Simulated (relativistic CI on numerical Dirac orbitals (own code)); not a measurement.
# Hyperfine structure of Ru36+, mass number 99

Calculated at this level of theory: Dirac-Coulomb-Breit CI, KLI orbitals optimised for each configuration, a model potential for QED, unscaled Slater integrals (own radial code, finite nucleus).

Configuration list (outside the closed core 1s2): 2s²2p⁴, 2s2p⁵, 2p⁶, 2p⁵3s, 2p⁵3p, 2p⁵3d, 2s²2p³3s, 2s²2p³3p, 2s²2p³3d, 2s2p⁴3s, 2s2p⁴3p, 2s2p⁴3d, 2s²2p³4s, 2s²2p³4p, 2s²2p³4d, 2s²2p³4f. Levels of other configurations are missing.

Nuclear spin I = 5/2, μ = -0.641 μN, Q = 0.079 b (tables of Stone and Pyykkö). The electronic factors are computed for point nuclear moments, without core polarisation or the Bohr-Weisskopf and QED corrections.

```
     Level   E (Ry)  A (GHz)  B (GHz)
2s²2p⁴ ³P2   0.0000   -38.38     5.04
2s²2p⁴ ³P1   9.7223    8.899    -11.3
2s²2p⁴ ¹D2  10.8061   -88.73    -27.7
2s2p⁵ ³P°2  24.4420   -214.6    -22.4
2s2p⁵ ³P°1  27.2284    100.2    -2.05
2s2p⁵ ¹P°1  36.8709   -450.3    -9.22
```

Levels with J = 0, under 50 % of one LS term, or S terms without an open s electron are left out. Small factors come from cancelling terms and can be off by tens of per cent or more.

At this charge energies of transitions that change n are usually good to better than 1 %, and those within a shell (Δn = 0) to a few per cent.

Question: Give the hyperfine levels of 2s²2p⁴ ³P2 relative to its centre of gravity.

Answer: With K = F(F + 1) − I(I + 1) − J(J + 1), E = AK/2 + B[¾K(K + 1) − I(I + 1)J(J + 1)]/[2I(2I − 1)J(2J − 1)]: F = 1/2: 272.2, F = 3/2: 212.3, F = 5/2: 113.9, F = 7/2: -21.33, F = 9/2: -190.6 GHz.

LS names give the leading component of a level, which can be under half, so a name can repeat, a term be missing and a line seem to break the LS rules.
